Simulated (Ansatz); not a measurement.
The pair A = CH5N (SMILES CN) (first 7 atoms), B = CH2F2 (SMILES FCF); geometry from B3LYP-D3(BJ)/def2-TZVP.
(charge 0, multiplicity 1):
| atom | x (Å) | y (Å) | z (Å) |
|---|---|---|---|
| C | -0.2824 | -0.6010 | -0.1669 |
| N | 0.2592 | 0.6147 | 0.4471 |
| H | -1.0306 | -1.0330 | 0.4979 |
| H | 0.5184 | -1.3339 | -0.2768 |
| H | -0.7424 | -0.4519 | -1.1518 |
| H | -0.4697 | 1.3086 | 0.5660 |
| H | 0.9680 | 1.0322 | -0.1441 |
| F | -1.0387 | -1.1900 | 3.2618 |
| C | 0.0747 | -0.4690 | 3.6052 |
| F | -0.3197 | 0.5532 | 4.4222 |
| H | 0.5055 | -0.0512 | 2.6943 |
| H | 0.7415 | -1.1226 | 4.1703 |

Frozen-core correlation.

Run with Ansatz (Gaussian basis) for Hartree–Fock, density functionals and correlated methods. Values without a source in brackets are computed.

Total energies (hartree), monomers frozen at their geometry in the pair:

```csv
structure,PBE/def2-TZVPPD,B3LYP/def2-TZVPPD,CCSD(T)/aug-cc-pVDZ
AB,-334.6281629,-335.0079030,-334.1361147
A in the pair's basis,-95.7688408,-95.9057952,-95.6144964
B in the pair's basis,-238.8548516,-239.0985521,-238.5166774
A,-95.7687212,-95.9056898,-95.6134298
B,-238.8547787,-239.0984774,-238.5155906
```

### Question
Work out the interaction energy without and with the counterpoise correction, and the superposition error, for each level.

### Answer

E(AB) − E(A) − E(B), times 627.509 kcal/mol, with the monomers in their own basis and then in the pair's basis:
- PBE/def2-TZVPPD: -2.93 uncorrected, -2.81 corrected; the monomers gain 0.12 kcal/mol from borrowed functions
- B3LYP/def2-TZVPPD: -2.34 uncorrected, -2.23 corrected; the monomers gain 0.11 kcal/mol from borrowed functions
- CCSD(T)/aug-cc-pVDZ: -4.45 uncorrected, -3.10 corrected; the monomers gain 1.35 kcal/mol from borrowed functions

Ansatz is an electronic-structure program.
